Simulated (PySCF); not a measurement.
## Nonlinear optical response: 3-chlorotoluene, C7H7Cl

Geometry (Å), atoms numbered from 1 in this order:
```xyz
15

C     1.948    0.309    0.060
C     0.448    0.272    0.092
C    -0.245   -0.944    0.073
C    -1.636   -0.974    0.134
C    -2.369    0.207    0.213
C    -1.680    1.418    0.229
Cl   -2.568    2.906    0.320
C    -0.289    1.458    0.168
H     2.360   -0.554   -0.481
H     2.362    0.284    1.082
H     2.320    1.226   -0.420
H     0.315   -1.880    0.006
H    -2.162   -1.932    0.116
H    -3.459    0.200    0.259
H     0.218    2.426    0.179
```

Level of theory: PySCF 2.14.0, quadratic response CAM-B3LYP/aug-cc-pVDZ first hyperpolarisability, Taylor convention, gas phase. Geometry: PBE0-D3(BJ)/def2-SVP.

Problem. Give β for the processes computed.

Solution. In au, Taylor convention; the vector part is βᵢ = ⅓ Σⱼ (βᵢⱼⱼ + βⱼᵢⱼ + βⱼⱼᵢ); β∥ is 3/5 of the vector part along the dipole, the dipole points from − to +:
| process | λ (nm) | β vector norm | β∥ | β HRS | depolarisation ratio |
| --- | --- | --- | --- | --- | --- |
| static β(0;0,0) | ∞ | 159.4 | -79.1 | 67.4 | 4.67 |
| second harmonic β(−2ω;ω,ω) | 1907 | 169.4 | -84.2 | 71.5 | 4.71 |
| Pockels β(−ω;ω,0) | 1907 | 162.6 | -80.8 | – | – |
| second harmonic β(−2ω;ω,ω) | 1064 | 195.8 | -97.7 | 82.1 | 4.79 |
| Pockels β(−ω;ω,0) | 1064 | 170.2 | -84.6 | – | – |

Problem. Which lowest excitations, dipole and polarisabilities go with it?

Solution. S1 5.22 eV (f = 0.004); S2 5.82 eV (f = 0.040); S3 6.21 eV (f = 0.001); dipole 2.07 D; isotropic α 96.9 au static, 97.2 au at 1907 nm, 98.0 au at 1064 nm, 98.3 au at 953.5 nm, 101.9 au at 532 nm.
